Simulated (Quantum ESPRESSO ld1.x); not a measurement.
Values are calculated unless marked as measured or tabulated.
Cs X, configuration [Kr] 4d10. Code: ld1.x of Quantum ESPRESSO 7.5. Model: Dirac Kohn-Sham, PW91, spin-unpolarised, spherical densities, point nucleus.

Spin-orbit splittings of the eigenvalues, e(l+1/2) - e(l-1/2), with zeta = 2 splitting/(2l+1) and mean radii in bohr:

shell  occ.  splitting (eV)  zeta (eV)  <r> j=l-1/2  <r> j=l+1/2
2p        6           352.5      235.0      0.09401      0.09990
3p        6           67.61      45.08       0.2885       0.3003
3d       10           14.36      5.744       0.2711       0.2748
4p        6           14.05      9.366       0.7143       0.7404
4d       10               ?          ?       0.8068       0.8156
5p        0           3.203      2.135        1.584        1.626

Estimate the 4d splitting.

Answer. 2.411 eV (zeta = 0.9644 eV).
